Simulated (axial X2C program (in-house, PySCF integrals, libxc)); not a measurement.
# Worked dissociation energy of RbIn: MP2, two-component

Calculated with an axial X2C code built on PySCF integrals. Two-component (2c) means X2C with spin–orbit coupling and atomic mean-field two-electron Coulomb and Gaunt terms. Basis: In dyall-cv3z [11s12p9d4f1g], Rb dyall-cv3z [12s13p8d4f1g] (cores contracted in-house); Gaussian nuclei, density fitting, unrestricted open shells. Masses: In 114.904 u, Rb 84.912 u.

Molecular state: Ω = 0 (closed shell).

Correlated methods: 12 electrons correlated (number of frozen shells: In 4 s, 3 p, 2 d; Rb 3 s, 2 p, 1 d), 324 virtual spin orbitals or spinors in MP2.

- E(In) (2M_J = 1): -5875.885942 hartree
- E(Rb) (2M_J = 1): -2978.266353 hartree
- E(RbIn) at Re: -8854.160601 hartree
- ωe: 75.8 cm⁻¹
- ωexe: 0.154 cm⁻¹

Problem. Work out De and D0.

Solution. De = -5875.885942 + (-2978.266353) − (-8854.160601) = 0.00831 hartree = 0.226 eV. The zero-point energy is ωe/2 − ωexe/4 = 38 cm⁻¹ = 0.005 eV, so D0 = 0.221 eV.

Occupations by symmetry block were frozen at the best pattern of an incomplete PBE0 search. The closed shell is kept restricted, so the energy runs too high when the bond is stretched far. De is counted from the lowest determinant-based energies of the atoms at the same level, without counterpoise correction. The 2c shell is closed although the spin-free state is open, so other pairings can mix in. The atomic limit has a lower orbital projection than the molecule and lies lower at mean-field level, so De may be about a tenth of an eV too small. With the outer-core shells frozen, correlated bond lengths of heavy atoms tend to come out a few hundredths of an ångström too long. The lowest spin-free determinant has another configuration (M_S = 1, Λ = 1), so the order of states is uncertain and this need not be the ground state.

Each atomic determinant is the lowest at this level and need not be a pure J level. Totals compare only within one Hamiltonian and basis.
